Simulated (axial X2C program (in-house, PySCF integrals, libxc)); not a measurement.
# Low determinants of HfN⁺ at the PBE0 level, with spin–orbit coupling

Calculated with an axial X2C code built on PySCF integrals. Two-component (2c) means X2C with spin–orbit coupling and atomic mean-field two-electron Coulomb and Gaunt terms. Basis: Hf dyall-cv3z [13s14p9d7f4g], N dyall-av3z [7s7p3d2f] (cores contracted in-house); Gaussian nuclei, density fitting, unrestricted open shells. Masses: Hf 179.947 u, N 14.003 u.

Search at 1.666 Å (vertical energies from the lowest determinant):

```
ΔE (eV)  state  electrons beyond evenly filled partner blocks  electrons in ±ω = 1/2, 3/2, 5/2, 7/2
   0.00  Ω = 0                                           none                             46 22 8 2
   0.78  Ω = 1                                    2 × ω = 1/2                             46 22 8 2
   1.64  Ω = 2                               ω = 1/2, ω = 3/2                             47 21 8 2
   1.71  Ω = 1                              ω = -1/2, ω = 3/2                             47 21 8 2
   1.75  Ω = 1                              ω = -1/2, ω = 3/2                             45 23 8 2
   1.78  Ω = 2                               ω = 1/2, ω = 3/2                             45 23 8 2
   2.11  Ω = 3                               ω = 1/2, ω = 5/2                             45 22 9 2
```

Lowest determinant, Ω = 0 (closed shell): Re = 1.664 Å, ωe = 1064.5 cm⁻¹.

The determinant in row 2 of the search, Ω = 1 (⟨Sz⟩ = 1.00, ⟨Lz⟩ = 0.00 at PBE0), was followed along the bond at PBE0; measured from the minimum of the lowest determinant it gives:

Te = 0.689 eV (5559 cm⁻¹), Re = 1.724 Å, ωe = 1028.4 cm⁻¹.

Compare the bond of the determinant in row 2 with that of the lowest one.

At PBE0 its Re is 0.060 Å longer and its force constant, which goes as ωe², is 0.93 times that of the lowest determinant. T0 ≈ Te + Δωe/2 = 5559 + (-18) = 5541 cm⁻¹.

The search compares states at one distance, so a state with another bond length can lie lower; it is not exhaustive and yields mostly the lowest determinant of each block pattern, so other components and higher states of one pattern are missing. These are energies of single determinants, not of spin-adapted states; PBE0 term energies can be off by some tenths of an eV, and the functional has no current term. Open-shell Ω = 0 determinants with evenly filled partner blocks cannot be reached by this program, so the Ω shown need not be the lowest component.
